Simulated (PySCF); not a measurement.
Species: C4H5OPSi.
Numbering: `[CH:1]#[C:2][P@@:3]1(=[O:4])[CH:5]=[C:6]1[SiH3:7]`

Geometry (GFN2-xTB, Å), atoms numbered from 1 in this order:
```
atom  x, y, z in Å
C1     2.6978    1.6970    0.7986
C2     2.0586    0.8190    0.2856
P3     1.1628   -0.4542   -0.5256
O4     1.6530   -0.8905   -1.8373
C5     0.2292   -1.4263    0.6423
C6    -0.5477   -0.4999    0.0442
Si7   -2.3389    0.0396   -0.0566
H8     3.2476    2.4626    1.2647
H9     0.1158   -2.2415    1.3281
H10   -2.4308    1.1611   -0.9880
H11   -3.1222   -1.1064   -0.5151
H12   -2.7240    0.4388    1.2976
```

Definitions: NICS(0) = −σiso at the ring centroid; NICS(1) = −σiso and NICS(1)zz = −σzz at ±1 Å along the ring normal z. Level: GIAO PBE0/pcSseg-1 (PySCF, non-relativistic, gas phase) on the GFN2-xTB geometry, one conformer.

Ring bond lengths (Å), with Mayer bond orders in brackets: P3–C5 1.783 (0.94), C5–C6 1.349 (1.57), C6–P3 1.803 (0.87).

**Question.** What do the NICS probes read (ppm)?

**Answer.** 
```csv
ring,type,NICS(0),"NICS(1), two faces","NICS(1)zz, two faces",rms pucker (Å),"centre to ring atoms, mean (Å)"
P3–C5–C6,"3-membered ring with P; formal bonds 1 double, 2 single",-13.1,-6.8 / -9.5,-6.9 / -14.4,0.00,0.95
```

**Question.** What do they say, and how far can they be read as aromaticity?

**Answer.** 
- P3–C5–C6: mean NICS(1)zz -10.6 ppm, shielded. P3 has four or more neighbours, and the NICS criterion for π rings isn't applied. The two faces differ by 7.5 ppm, so no symmetry operation interchanges them.

**Question.** Give the inner angles of the rings and the Hirshfeld charges of the ring atoms.

**Answer.** 
- P3–C5–C6: P3 44.2° (+0.398 e), C5 68.7° (-0.067 e), C6 67.1° (-0.123 e); sum 180.0° against 180° for a flat convex ring.
